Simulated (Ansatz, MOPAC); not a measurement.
Molecule: CF (charge 0, doublet). SMILES: [C]F

Atoms: C1, F2. Bonds: C1-F2.

Bond lengths (Å) and angles (degrees) optimised at PM7 with MOPAC; HF/3-21G with Ansatz (a quantum-chemistry and plane-wave program); HF/6-31G* with Ansatz; PBE/6-31G* with Ansatz; B3LYP/LANL2DZ with Ansatz; B3LYP/6-31G* with Ansatz, each started from the B3LYP-D3(BJ)/def2-TZVP structure (Ansatz) of the last column. A row stands for all coordinates that are equal there. 6-31G* holds six Cartesian d functions.

| coordinate | PM7 | HF/3-21G | HF/6-31G* | PBE/6-31G* | B3LYP/LANL2DZ | B3LYP/6-31G* | B3LYP-D3(BJ)/def2-TZVP |
|---|---|---|---|---|---|---|---|
| C1-F2 | 1.267 | 1.312 | 1.267 | 1.298 | 1.360 | 1.287 | 1.275 |

Mean signed difference of all 1 bond lengths from B3LYP-D3(BJ)/def2-TZVP: PM7 -0.009 Å, HF/3-21G 0.037 Å, HF/6-31G* -0.008 Å, PBE/6-31G* 0.022 Å, B3LYP/LANL2DZ 0.084 Å, B3LYP/6-31G* 0.011 Å.
